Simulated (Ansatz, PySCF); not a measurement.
Sites of deprotonation of CB(C)O [dimethylborinic acid]:

A. CB(C)O [dimethylborinic acid] -> CB(C)[O-] + H+
B. CB(C)O [dimethylborinic acid] → [CH2-]B(C)O + H+

Quantity: gas-phase deprotonation energy (enthalpy at 298 K, with B3LYP-D3(BJ) rigid-rotor harmonic-oscillator terms), kcal/mol. Structures are relaxed separately at B3LYP-D3(BJ)/def2-TZVP in Ansatz (an electronic-structure program), one conformer each, not searched for the lowest. Frequencies are from Ansatz or PySCF. Correlated levels leave the core frozen unless marked. No spin-orbit coupling. No relativistic terms. CBS marks a two-point X^-3 extrapolation of the correlation energy; Hartree-Fock from the larger set. The bracket is a focal-point correction in the basis named. Anions need diffuse functions, which plain sets lack and def2-D sets hold few of.

|  | RI-HF/aug-cc-pVTZ (Ansatz) | BHLYP-D4/def2-TZVPD (Ansatz + dftd4) | wB97X-V/def2-TZVPD (Ansatz) | RI-MP2/CBS(aug-cc-pVTZ,aug-cc-pVQZ)+[CCSD(T)-MP2]/aug-cc-pVTZ (Ansatz) |
|---|---|---|---|---|
| A | 373.4 | 366.6 | 364.7 | ___ |
| B | 389.2 | 383.9 | 383.0 | ___ |

### Question
Some entries are withheld; supply them.

### Answer

- A, RI-MP2/CBS(aug-cc-pVTZ,aug-cc-pVQZ)+[CCSD(T)-MP2]/aug-cc-pVTZ (Ansatz): 363.0
- B, RI-MP2/CBS(aug-cc-pVTZ,aug-cc-pVQZ)+[CCSD(T)-MP2]/aug-cc-pVTZ (Ansatz): 379.6
